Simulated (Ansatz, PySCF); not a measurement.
C4H10N2, SMILES C=C[C@@H](N)CN. Atoms are numbered in the order given.

```xyz
16

C      2.2248     0.3596    -1.0231
C      1.0657     0.5420    -0.3843
C      0.1851    -0.5547     0.1619
N      0.0620    -0.5102     1.6239
C     -1.2283    -0.5403    -0.4639
N     -2.0813     0.5896    -0.1340
H      2.6155    -0.6460    -1.2144
H      2.8273     1.1997    -1.3800
H      0.7111     1.5671    -0.2059
H      0.6415    -1.5245    -0.1036
H     -0.3239     0.3953     1.8993
H      0.9890    -0.5489     2.0485
H     -1.7420    -1.4594    -0.1379
H     -1.1250    -0.5981    -1.5606
H     -1.6601     1.4792    -0.3971
H     -2.2872     0.6211     0.8632
```
Charge 0, spin multiplicity 1.

Coordinates come from a B3LYP-D3(BJ)/def2-SVP optimisation. Other conformers were not sampled.

Two levels are set side by side: PBE-D3(BJ)/def2-SVP (Ansatz, a program for electronic structure) and B3LYP-D3(BJ)/def2-SVP (Ansatz). Each level has its own optimised geometry; the coordinates shown are those of the second. Frequencies come from the Hessian of PySCF at each geometry. Differences are taken from unrounded values.

| quantity | B3LYP-D3(BJ) |
|---|---|
| mean bond length (Å) | 1.199 |
| bond C1–C2 (Å) | 1.336 |
| bond C2–C3 (Å) | 1.509 |
| bond C3–N4 (Å) | 1.468 |
| bond C3–C5 (Å) | 1.546 |
| bond C5–N6 (Å) | 1.454 |
| bond C1–H7 (Å) | 1.096 |
| bond C1–H8 (Å) | 1.094 |
| bond C2–H9 (Å) | 1.099 |
| bond C3–H10 (Å) | 1.104 |
| bond N4–H11 (Å) | 1.022 |
| bond N4–H12 (Å) | 1.020 |
| bond C5–H13 (Å) | 1.102 |
| bond C5–H14 (Å) | 1.103 |
| bond N6–H15 (Å) | 1.019 |
| bond N6–H16 (Å) | 1.019 |
| highest harmonic wavenumber (cm⁻¹) | 3590 |
| mean harmonic wavenumber (cm⁻¹) | 1497 |
| zero-point energy (kcal/mol) | 89.88 |

Problem. What does PBE-D3(BJ) give, and how far is it from B3LYP-D3(BJ)? (An estimate is asked for; the answer gives what the named calculation found.)

Solution. 
```csv
quantity,PBE-D3(BJ),PBE-D3(BJ) minus B3LYP-D3(BJ)
mean bond length (Å),1.206,0.007
bond C1–C2 (Å),1.345,0.009
bond C2–C3 (Å),1.509,0.001
bond C3–N4 (Å),1.472,0.004
bond C3–C5 (Å),1.551,0.005
bond C5–N6 (Å),1.456,0.002
bond C1–H7 (Å),1.104,0.008
bond C1–H8 (Å),1.101,0.008
bond C2–H9 (Å),1.108,0.009
bond C3–H10 (Å),1.113,0.009
bond N4–H11 (Å),1.031,0.009
bond N4–H12 (Å),1.029,0.008
bond C5–H13 (Å),1.111,0.008
bond C5–H14 (Å),1.111,0.008
bond N6–H15 (Å),1.027,0.008
bond N6–H16 (Å),1.027,0.008
highest harmonic wavenumber (cm⁻¹),3506,-83
mean harmonic wavenumber (cm⁻¹),1456,-41
zero-point energy (kcal/mol),87.44,-2.44
```

GGA bonds tend to be longer and softer than those of functionals with exact exchange. Differences between two approximate levels are no errors against the true value.
